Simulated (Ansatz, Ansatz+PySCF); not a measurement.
```xyz
2

P     0.0000    0.0000    0.0000
F     0.0000    0.0000    1.5105
```

Basis set: def2-SVP (spherical functions). Frozen core: 6 orbitals. Correlation on ROHF uses semicanonical orbitals with singles. Charge 0, multiplicity 3.

Computed with Ansatz (development build ahead of 0.2.0); each method stands on the lowest determinant of its kind that the runs found.

The atomization energy at this shape (free ground-state atoms in the same class of orbitals less the molecule, no zero-point energy) of triplet PF:

```tsv
method	atomization energy
ROHF-CCSD(T)	3.55 eV
ROHF-MP2	3.81 eV
UHF-MP2	3.79 eV
ROHF	2.17 eV
```

(1) What does UHF give?

Answers

(1) 2.24 eV. Caution: the shape is not the minimum.
